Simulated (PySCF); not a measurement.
C₂H₅FOSi₂, SMILES C1(F)[SiH2][SiH2]OC=1.

The structure is a stationary point at PBE0-D3(BJ)/def2-SVP. This is a generated structure with no PubChem entry under its InChIKey; it may be hypothetical.

Method: PBE0-D3(BJ)/def2-SVP (PySCF).

Frequencies are harmonic and unscaled.

```csv
mode,ν (cm⁻¹),IR (km/mol),moving atoms (share of kinetic energy)
1,83,0.0,"Si 32 %, O 24 %, H 23 %, F 18 %"
2,316,6.7,"F 53 %, Si 21 %, C 16 %"
3,316,2.5,"C 56 %, H 35 %, F 8 %"
4,323,10.2,"Si 54 %, F 17 %, O 15 %, C 10 %"
5,333,0.0,"H 40 %, C 34 %, O 15 %, F 10 %"
6,371,24.8,"H 73 %, O 11 %, C 10 %"
7,445,0.6,"Si 83 %, H 14 %"
8,591,0.0,"H 72 %, Si 22 %"
9,610,8.0,"C 46 %, Si 26 %, H 15 %, O 13 %"
10,630,4.1,"F 34 %, O 31 %, C 13 %, Si 10 %, H 10 %"
11,678,29.0,"H 78 %, C 18 %"
12,693,41.2,"H 57 %, Si 22 %, O 10 %"
13,695,15.0,H 91 %
14,745,68.1,"O 37 %, H 30 %, Si 22 %, C 10 %"
15,828,102.9,"H 74 %, Si 14 %"
16,917,21.3,"H 68 %, C 32 %"
17,934,157.6,H 96 %
18,952,90.9,H 95 %
19,1236,345.7,"C 63 %, F 22 %, O 13 %"
20,1255,53.3,"H 41 %, O 28 %, C 28 %"
21,1301,1.0,"C 50 %, H 46 %"
22,1692,48.1,C 92 %
23,2233,97.3,H 98 %
24,2235,53.5,H 96 %
25,2251,79.1,H 98 %
26,2257,125.5,H 96 %
27,3203,7.9,"H 91 %, C 9 %"
```
